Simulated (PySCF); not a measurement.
Compound: C3H7FSi.
Atom-mapped SMILES: `[F:1][C@@H:2]1[CH2:3][C@H:4]1[SiH3:5]` (hydrogens: H6 on C2; H7, H8 on C3; H9 on C4; H10, H11, H12 on Si5)

The same species was optimised twice, with GFN2-xTB and with PBE0-D3(BJ)/def2-SVP (PySCF), and the same property calculations (PySCF, gas phase) were run on both structures.

| coordinate | GFN2-xTB | PBE0-D3(BJ)/def2-SVP | change |
| --- | --- | --- | --- |
| Si5–H11 (Å) | 1.462 | 1.495 | +0.033 |
| Si5–H10 (Å) | 1.463 | 1.495 | +0.032 |
| Si5–H12 (Å) | 1.465 | 1.497 | +0.032 |
| C4–Si5 (Å) | 1.884 | 1.868 | -0.016 |
| C3–H7 (Å) | 1.079 | 1.094 | +0.015 |
| C2–H6 (Å) | 1.083 | 1.096 | +0.013 |
| C3–H8 (Å) | 1.080 | 1.093 | +0.013 |
| C4–H9 (Å) | 1.084 | 1.096 | +0.012 |
| C3–C4 (Å) | 1.510 | 1.522 | +0.012 |
| F1–C2 (Å) | 1.366 | 1.356 | -0.010 |
| C2–C3 (Å) | 1.488 | 1.481 | -0.007 |
| C2–C4 (Å) | 1.494 | 1.496 | +0.002 |
| C4–Si5–H11 (°) | 108.9 | 111.1 | +2.2 |
| C4–Si5–H10 (°) | 108.7 | 110.9 | +2.2 |
| C2–C4–Si5 (°) | 119.8 | 121.9 | +2.1 |
| H10–Si5–H11 (°) | 110.8 | 108.7 | -2.1 |
| F1–C2–H6 (°) | 109.6 | 111.5 | +1.9 |
| H11–Si5–H12 (°) | 110.3 | 108.9 | -1.4 |
| H10–Si5–H12 (°) | 110.0 | 108.6 | -1.4 |
| C3–C2–H6 (°) | 121.4 | 120.1 | -1.3 |

Rotational constants: A = 9481, B = 2105, C = 1902 MHz (GFN2-xTB) against A = 9508, B = 2101, C = 1898 MHz (PBE0-D3(BJ)/def2-SVP). Point groups within 0.08 Å: C1 and C1.

On the GFN2-xTB structure: lowest singlet, TDDFT (eV) 7.76 [CAM-B3LYP/def2-SVPD]; isotropic polarisability (au) 61.4 [CAM-B3LYP/def2-SVPD]; HOMO (eV) -9.50 [CAM-B3LYP/def2-SVPD]; LUMO (eV) 1.21 [CAM-B3LYP/def2-SVPD]; dipole (D) 1.55 [CAM-B3LYP/def2-SVPD]; F1s of F1 (eV) 692.43 [delta-SCF UKS SCAN, pcX-2 on the ionised atom, pcseg-1 elsewhere, spin-free X2C]; C1s of C2 (eV) 293.01 [delta-SCF UKS SCAN, pcX-2 on the ionised atom, pcseg-1 elsewhere, spin-free X2C]; C1s of C3 (eV) 290.93 [delta-SCF UKS SCAN, pcX-2 on the ionised atom, pcseg-1 elsewhere, spin-free X2C]; C1s of C4 (eV) 290.51 [delta-SCF UKS SCAN, pcX-2 on the ionised atom, pcseg-1 elsewhere, spin-free X2C]; Si1s of Si5 (eV) 1846.50 [delta-SCF UKS SCAN, pcX-2 on the ionised atom, pcseg-1 elsewhere, spin-free X2C]; Si2p of Si5 (eV) 107.00 [delta-SCF UKS SCAN, pcX-2 on the ionised atom, pcseg-1 elsewhere, spin-free X2C].

**Question.** What do these properties become on the PBE0-D3(BJ)/def2-SVP structure?

**Answer.** 
```json
{"property": "lowest singlet, TDDFT (eV)", "level": "CAM-B3LYP/def2-SVPD", "on GFN2-xTB": "7.76", "on PBE0-D3(BJ)/def2-SVP": "7.91", "change": "+0.15"}
{"property": "isotropic polarisability (au)", "level": "CAM-B3LYP/def2-SVPD", "on GFN2-xTB": "61.4", "on PBE0-D3(BJ)/def2-SVP": "62.7", "change": "+1.3"}
{"property": "HOMO (eV)", "level": "CAM-B3LYP/def2-SVPD", "on GFN2-xTB": "-9.50", "on PBE0-D3(BJ)/def2-SVP": "-9.64", "change": "-0.14"}
{"property": "LUMO (eV)", "level": "CAM-B3LYP/def2-SVPD", "on GFN2-xTB": "1.21", "on PBE0-D3(BJ)/def2-SVP": "1.22", "change": "+0.01"}
{"property": "dipole (D)", "level": "CAM-B3LYP/def2-SVPD", "on GFN2-xTB": "1.55", "on PBE0-D3(BJ)/def2-SVP": "1.31", "change": "-0.24"}
{"property": "energy, GFN2-xTB geometry as zero (kcal/mol)", "level": "CAM-B3LYP/def2-SVPD", "on GFN2-xTB": "0.0", "on PBE0-D3(BJ)/def2-SVP": "-0.8", "change": "-0.8"}
{"property": "F1s of F1 (eV)", "level": "delta-SCF UKS SCAN, pcX-2 on the ionised atom, pcseg-1 elsewhere, spin-free X2C", "on GFN2-xTB": "692.43", "on PBE0-D3(BJ)/def2-SVP": "692.60", "change": "+0.17"}
{"property": "C1s of C2 (eV)", "level": "delta-SCF UKS SCAN, pcX-2 on the ionised atom, pcseg-1 elsewhere, spin-free X2C", "on GFN2-xTB": "293.01", "on PBE0-D3(BJ)/def2-SVP": "293.11", "change": "+0.10"}
{"property": "C1s of C3 (eV)", "level": "delta-SCF UKS SCAN, pcX-2 on the ionised atom, pcseg-1 elsewhere, spin-free X2C", "on GFN2-xTB": "290.93", "on PBE0-D3(BJ)/def2-SVP": "291.03", "change": "+0.10"}
{"property": "C1s of C4 (eV)", "level": "delta-SCF UKS SCAN, pcX-2 on the ionised atom, pcseg-1 elsewhere, spin-free X2C", "on GFN2-xTB": "290.51", "on PBE0-D3(BJ)/def2-SVP": "290.57", "change": "+0.06"}
{"property": "Si1s of Si5 (eV)", "level": "delta-SCF UKS SCAN, pcX-2 on the ionised atom, pcseg-1 elsewhere, spin-free X2C", "on GFN2-xTB": "1846.50", "on PBE0-D3(BJ)/def2-SVP": "1846.59", "change": "+0.09"}
{"property": "Si2p of Si5 (eV)", "level": "delta-SCF UKS SCAN, pcX-2 on the ionised atom, pcseg-1 elsewhere, spin-free X2C", "on GFN2-xTB": "107.00", "on PBE0-D3(BJ)/def2-SVP": "107.03", "change": "+0.03"}
```

The heavy atoms differ by 0.017 Å rms after alignment. Among all bonds Si5–H10, Si5–H11 and Si5–H12 change most and about equally (+0.032 to +0.033 Å). Changes are differences of the printed values. Neither structure is proved a minimum here.
